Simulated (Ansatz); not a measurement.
Consider the ligand exchange at a Ge–Cl bond: `C[BH][GeH2][Cl]` + H–F → `C[BH][GeH2][F]` + HCl.

Program: Ansatz. Geometries: PBE0-D4/def2-TZVP. ΔE: electronic, gas phase. CCSD(T)/CBS adds triple-zeta CCSD(T) − MP2 to the extrapolated MP2 energy (def2 sets, frozen cores). This one scheme is used for every species. For Ge outer-core shells are correlated without core-valence functions, which leaves a few kJ/mol of doubt a bond. Scalar relativity is left out up to krypton. Each species was taken in one conformer, which may not be the lowest.

```
          species  CCSD(T)/CBS(def2) energy (Eh)
`C[BH][GeH2][Cl]`                    -2602.37135
              H–F                     -100.39570
 `C[BH][GeH2][F]`                    -2242.37501
              HCl                     -460.38127
```

**Question.** Work out ΔE.

**Answer.** ΔE = (-2242.37501) + (-460.38127) − (-2602.37135) − (-100.39570) = 0.01077 Eh = +28.3 kJ/mol.

Largest T1 diagnostic among the species: 0.012.

The D4 term adds +6.6 kJ/mol with B3LYP and +3.6 kJ/mol with PBE0; it sums over pairs of atoms, weighted by their polarisabilities, and B3LYP, whose exchange is more repulsive, gets the larger term. In def2-TZVPP, CCSD(T) changes the Hartree–Fock value by +8.7 kJ/mol (the triples alone add +1.5 kJ/mol) and MP2 by +14.5 kJ/mol. From PBE to PBE0 (25 % exact exchange), in def2-TZVPP and without D4, ΔE moves by +4.5 kJ/mol.

B3LYP here is the variant with VWN-RPA as its local correlation; programs differ in this.
